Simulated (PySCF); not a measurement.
Isomers of C9H12O, one conformer each; single-point electronic energies without zero-point terms and without any empirical dispersion term.

Computed with PySCF at PBE0/pcSseg-1, non-relativistic, each on one gas-phase PBE0-D3(BJ)/def2-SVP geometry that isn't relaxed in the solvent. The solvent is an IEF-PCM continuum (van der Waals radii × 1.2). The model holds no explicit solvent molecules, cavitation or dispersion.

| isomer | relative energy, gas (kcal/mol) | dipole (D) |
| --- | --- | --- |
| `COC1=C(C)C=CC(C)=C1` | 0.0 | 1.48 |
| `CCCOc1ccccc1` | 2.1 | 1.47 |

**Question.** How do the relative energies look in benzene (ε = 2.271)?

**Answer.** 
| isomer | relative energy, solvent (kcal/mol) | E(solvent) − E(gas) (kcal/mol) | dipole in solvent (D) |
| --- | --- | --- | --- |
| `COC1=C(C)C=CC(C)=C1` | 0.0 | -1.9 | 1.69 |
| `CCCOc1ccccc1` | 2.1 | -1.9 | 1.66 |

The order is unchanged. Conformers: `[CH3:1][O:2][c:3]1[cH:4][c:5]([CH3:6])[cH:7][cH:8][c:9]1[CH3:10]` with C1–O2–C3–C4 -1°; `[CH3:1][CH2:2][CH2:3][O:4][c:5]1[cH:6][cH:7][cH:8][cH:9][cH:10]1` with C1–C2–C3–O4 180°, C2–C3–O4–C5 -179°, C3–O4–C5–C6 179°. The gains span 0.0 kcal/mol, the gas-phase energies 2.1 kcal/mol.
